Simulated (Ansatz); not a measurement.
C₅H₅, doublet, geometry from GFN2-xTB. Base run: R2SCAN/pcseg-1 (Ansatz, a first-principles code).

Input for Ansatz:
Ansatz 0.2 input:
```yaml
crystal:
  periodic: [false, false, false]
  atoms:
    - {symbol: C, position_ang: [0.08089139, -1.13832774, -0.30412810]}
    - {symbol: C, position_ang: [-1.08301797, -0.49352936, 0.18571370]}
    - {symbol: C, position_ang: [-0.76623414, 0.81383657, 0.41864055]}
    - {symbol: C, position_ang: [0.63682497, 1.00724780, 0.06790029]}
    - {symbol: C, position_ang: [1.13146724, -0.18826332, -0.36786890]}
    - {symbol: H, position_ang: [0.15454150, -2.17475403, -0.58103110]}
    - {symbol: H, position_ang: [-2.03446684, -0.96603002, 0.33925170]}
    - {symbol: H, position_ang: [-1.41218440, 1.58601889, 0.79282883]}
    - {symbol: H, position_ang: [1.16156237, 1.94080902, 0.14943712]}
    - {symbol: H, position_ang: [2.13095837, -0.39182755, -0.70203180]}
basis:
  gaussian:
    orbitals: pcseg-1.json
hamiltonian:
  xc: r2scan
magnetization: {spin_polarized: true, initial_magnetization: 1}
```
The basis file holds pcseg-1 in the JSON format of the Basis Set Exchange.

The base run was repeated with changes; each row names its change, and settings that it needs were set with it.

```csv
change,ΔE vs base (eV)
base,0.00
occupation = up:A1:10 B1:2 B2:6 down:A1:9 A2:1 B1:1 B2:6,6.86
occupation = up:A1:9 A2:1 B1:2 B2:6 down:A1:9 A2:1 B1:1 B2:6,0.00
symmetry_tolerance_ang = 0.01,0.00
occupation = up:A1:9 A2:2 B1:2 B2:5 down:A1:9 A2:1 B1:1 B2:6,9.80
occupation = up:A1:9 B1:3 B2:6 down:A1:9 A2:1 B1:1 B2:6,6.13
occupation = up:A1:8 A2:1 B1:2 B2:7 down:A1:9 A2:1 B1:1 B2:6,11.88
```
